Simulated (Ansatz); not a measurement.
**Redistribution: C2H10OSi2 + Si(CH3)3(OH) → CH8O2Si2 + Si(CH3)4**

Species: C2H10OSi2 `C[SiH2]C[SiH2]O`, singlet; Si(CH3)3(OH) (trimethylsilanol), singlet; CH8O2Si2 `O[SiH2]C[SiH2]O`, singlet; Si(CH3)4 (tetramethylsilane), singlet. The partners trade CH3 for OH; both sit on Si, so the bond types are kept.

Shapes, held fixed at every level: PBE0-D4/def2-TZVP. Flexible molecules stand in one conformer, not always the lowest. Programs: Ansatz 0.2.0. Electronic energies: no zero-point or thermal term.

| level | kind | ΔE (kJ/mol) | less CCSD(T)/CBS estimate |
| --- | --- | --- | --- |
| HF/def2-TZVPP | Hartree–Fock | -0.5 | +4.5 |
| PBE-D4/def2-TZVPP | GGA | -4.6 | +0.4 |
| B3LYP-D4/def2-TZVPP | global hybrid | -5.8 | -0.8 |
| wB97M-V/def2-TZVPP | range-separated hybrid | -5.2 | -0.2 |
| wB97X-V/def2-TZVPP | range-separated hybrid | -4.7 | +0.3 |
| B2PLYP/def2-TZVPP | double hybrid | -4.0 | +1.0 |
| CCSD(T)/CBS estimate | coupled cluster or CI | -5.0 | 0.0 |

The highest level, CCSD(T)/CBS estimate, gives ΔE = -5.0 kJ/mol; the levels span -5.8 to -0.5. The column of differences is taken from that level and isn't an error. No measured value is set beside it here. The CBS estimate extrapolates MP2 from def2-TZVPP and def2-QZVPP and adds CCSD(T) − MP2 in the triple-zeta set, cores frozen.
